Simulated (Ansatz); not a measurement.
Ansatz (a program for electronic structure) input (RPA@PBE/cc-pVQZ):

Ansatz 0.2 input:
```yaml
crystal:
  periodic: [false, false, false]
  atoms:
    - {symbol: O, position_ang: [0.72648472, -0.37165007, 0.01184410]}
    - {symbol: O, position_ang: [-0.57788575, 0.41299156, -0.01217155]}
    - {symbol: H, position_ang: [-1.18879170, -0.33073200, 0.00261956]}
basis:
  gaussian:
    orbitals: cc-pVQZ
hamiltonian:
  xc: pbe
total_charge: -1
magnetization: {spin_polarized: false}
correlation: {method: rpa, electrons: outside_noble_gas}
```

Output:

```
Functional definition: PBE
integrals: 0.12 GiB planned
859 factors; integrals over basis functions are off by at most 8.4e-4 eV
mean field: 0.46 GiB planned
mean field evaluation 1: about -4103.7936 eV, gradient 2.6e1 eV
mean field evaluation 2: about -4103.7920 eV, gradient 2.6e1 eV
mean field evaluation 4: about -4104.4390 eV, gradient 1.5e1 eV
mean field evaluation 8: about -4104.8092 eV, gradient 9.5e-2 eV
mean field evaluation 16: about -4104.8092 eV, gradient 8.7e-6 eV
mean field -4104.80916563 eV, -150.8489544971 hartree, gradient 8.7e-6 eV, S^2 0.000000; 0 other end points of the search recorded, 0 dependent functions left out
2 core orbitals not correlated
reference -4086.97619559 eV, -150.1936049360 hartree; 7, 7 occupied and 131, 131 virtual orbitals, 859 factors
Total energy: -4109.54462780 eV, -151.0229795224 hartree
```
